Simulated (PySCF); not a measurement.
C₂H₉FSi₂, SMILES CC[SiH2][SiH2]F.

The structure is a stationary point at PBE0-D3(BJ)/def2-SVP. The structure was generated by enumeration, and PubChem lists no compound with its InChIKey, so it may never have been made. One conformer was computed; it need not be the lowest.

Method: TDDFT-ωB97X/def2-SVPD (PySCF).

Vertical excitations. The molecule is in vacuum.

**Question.** Estimate the UV-visible absorptions. (An estimate is asked for; the answer gives what the named calculation found.)

**Answer.** 
| state | energy (eV) | λ (nm) | f | main pairs |
|---|---|---|---|---|
| S1 | 6.44 | 192 | 0.018 | HOMO→LUMO 91 % |
| S2 | 7.41 | 167 | 0.042 | HOMO→LUMO+1 65 %, HOMO→LUMO+3 22 % |
| S3 | 7.75 | 160 | 0.024 | HOMO−3→LUMO 37 %, HOMO−1→LUMO 30 %, HOMO−2→LUMO 20 % |
| S4 | 8.12 | 153 | 0.011 | HOMO−1→LUMO 32 %, HOMO−1→LUMO+1 16 %, HOMO−3→LUMO 11 %, HOMO−2→LUMO 10 % |
| S5 | 8.15 | 152 | 0.051 | HOMO→LUMO+2 79 % |
| S6 | 8.37 | 148 | 0.086 | HOMO−1→LUMO+1 24 %, HOMO−1→LUMO 13 %, HOMO−3→LUMO 12 %, HOMO→LUMO+3 10 % |
| S7 | 8.44 | 147 | 0.047 | HOMO→LUMO+4 55 %, HOMO→LUMO+5 23 % |
| S8 | 8.53 | 145 | 0.286 | HOMO−1→LUMO+1 36 %, HOMO→LUMO+3 23 %, HOMO−2→LUMO 14 % |
| S9 | 8.56 | 145 | 0.239 | HOMO−2→LUMO 27 %, HOMO−2→LUMO+1 22 %, HOMO→LUMO+3 13 %, HOMO−3→LUMO 6 % |
| S10 | 8.87 | 140 | 0.094 | HOMO−1→LUMO+2 34 %, HOMO−1→LUMO+3 27 %, HOMO→LUMO+5 8 %, HOMO−1→LUMO+5 6 % |
| T1 | 5.73 | 216 | 0 | HOMO→LUMO 87 % |
| T2 | 6.46 | 192 | 0 | HOMO→LUMO+1 57 %, HOMO→LUMO+3 28 % |
| T3 | 7.38 | 168 | 0 | HOMO−3→LUMO 39 %, HOMO−1→LUMO 29 %, HOMO−2→LUMO 17 % |
| T4 | 7.53 | 165 | 0 | HOMO→LUMO+2 30 %, HOMO→LUMO+3 28 %, HOMO→LUMO+1 9 %, HOMO→LUMO+9 6 % |
Triplets are in the Tamm–Dancoff approximation, which puts them higher than full response would, so one can lie above its singlet here.
